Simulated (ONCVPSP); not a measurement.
# Logarithmic derivatives: praseodymium (Pr), ONCV

```
Element                 : praseodymium (Pr)
Generator               : ONCVPSP 4.0.1
Type                    : optimised norm-conserving Vanderbilt (ONCV)
Functional              : PBE
Relativity              : fully relativistic
Frozen core             : [Kr] 4d10
Valence charge          : 13
Reference configuration : 4f3 5s2 5p6 6s2
Partial waves           : 5s+6s: rc 2.75 bohr, ncon 4, nbas 7, qcut 5.2 1/bohr, 3 projectors, debl 0.7 Ha; 5p: rc 2.25 bohr, ncon 4, nbas 8, qcut 6.9 1/bohr, 2 projectors, debl 0.5 Ha; d scattering state at 0.35 Ha: rc 2.85 bohr, ncon 4, nbas 9, qcut 3.5 1/bohr, 2 projectors, debl 1.1 Ha; 4f: rc 0.95 bohr, ncon 4, nbas 7, qcut 19.7 1/bohr, 2 projectors, debl 1.5 Ha
Local potential         : polynomial inside 0.75 bohr (lpopt 5, dvloc0 4 Ha)
Core correction         : none
```

Open shells are filled in proportion to 2j + 1.

In the p channel the program set the typed energies aside and used -0.758, 0.250 Ha (j = l + 1/2; the other j can differ). In the d channel the program set the typed energies aside and used 0.050, 1.150 Ha (j = l + 1/2; the other j can differ).

The phase is arctan(r·R′/R) of the radial function R(r), unwrapped; energies in Ha, scanned from -3 to 5 Ha. A pole is an energy at which the radial function vanishes at the test radius. The pseudo phase is shifted by a multiple of π to meet the all-electron one at the reference energy, and phase errors are pseudo minus all-electron; the curves can meet again beyond the range given. Levels narrower than the energy grid can be missing from the lists of poles.

Q: For each channel, where are the poles, and over which energies does the pseudopotential scatter like the atom?

A:

```csv
channel,radius (bohr),reference energy (Ha),"poles, all-electron","poles, pseudo",unbroken range about the reference energy with phases within 0.05 rad,phase error 1 Ha above the reference energy (rad)
s,2.79,-0.13,"-1.35, 1.90","-1.35, 1.90",below 3.8,+0.000
p3/2,2.28,-0.76,-0.14,-0.14,the whole range,+0.000
p1/2,2.28,-0.86,"-0.34, 4.85","-0.34, 4.75",the whole range,+0.000
d5/2,2.90,0.05,"0.45, 3.45","0.45, 3.51",below 4.8,+0.000
d3/2,2.90,0.05,"0.42, 3.41","0.42, 3.47",below 4.7,+0.000
f7/2,0.96,-0.04,3.25,3.25,the whole range,+0.000
f5/2,0.96,-0.05,3.20,3.20,the whole range,+0.000
```

Note: ghosts flagged at negative energy: s at -384.4 eV, p3/2 at -179.1 eV, p1/2 at -151.4 eV, d3/2 at -1763.3 eV; GHOST(+) flagged for s at 187.0 eV. A true bound ghost makes a file unfit for plane-wave use.

Phases in the p1/2 channel:

| E (Ha) | all-electron | pseudo |
| --- | --- | --- |
| -2.98 | 1.294 | 1.294 |
| -2.54 | 1.241 | 1.241 |
| -2.10 | 1.143 | 1.143 |
| -1.66 | 0.882 | 0.882 |
| -1.22 | -0.332 | -0.332 |
| -0.78 | -1.334 | -1.334 |
| -0.34 | -1.571 | -1.571 |
| 0.10 | -1.696 | -1.696 |
| 0.54 | -1.815 | -1.815 |
| 0.98 | -2.004 | -2.004 |
| 1.42 | -2.499 | -2.501 |
| 1.86 | -3.691 | -3.696 |
| 2.30 | -4.270 | -4.273 |
| 2.74 | -4.464 | -4.466 |
| 3.18 | -4.558 | -4.561 |
| 3.62 | -4.616 | -4.619 |
| 4.06 | -4.657 | -4.661 |
| 4.50 | -4.689 | -4.695 |
| 4.94 | -4.718 | -4.725 |
